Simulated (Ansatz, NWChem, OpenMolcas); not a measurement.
# BaS (SMILES [S][Ba]): methods side by side

BaS has 2 atoms, charge 0, and is taken as a singlet. SMILES: `[S][Ba]`. Geometry: the measured bond length.

```csv
atom,x (Å),y (Å),z (Å)
S,0.0000,0.0000,0.0000
Ba,0.0000,0.0000,2.5074
```

Quantity: the dipole moment, in D. The values are calculated.

| level | kind | program | value (D) |
| --- | --- | --- | --- |
| BLYP/def2-TZVP (core potential) | GGA | OpenMolcas | 9.33 |
| M06-L/def2-TZVP (core potential) | meta-GGA | OpenMolcas | 10.55 |
| TPSS/def2-TZVP (core potential) | meta-GGA | OpenMolcas | 9.97 |
| B3LYP/def2-TZVP (core potential) | global hybrid | OpenMolcas | 10.29 |
| BHLYP/def2-TZVP (core potential) | global hybrid | OpenMolcas | 11.40 |
| M06-2X/def2-TZVP (core potential) | hybrid meta-GGA | OpenMolcas | ? |
| TPSSh/def2-TZVP (core potential) | hybrid meta-GGA | NWChem | ? |
| CCSD(T)/def2-TZVP (core potential) | coupled cluster or CI | Ansatz | 10.81 |

(1) Estimate the missing values from the other rows.

Results:

(1) As computed at these levels: M06-2X/def2-TZVP (core potential): 11.15 D; TPSSh/def2-TZVP (core potential): 10.38 D. CCSD(T)/def2-TZVP (core potential) is the highest level here, not the true value. The values span 9.33 to 11.40 D.
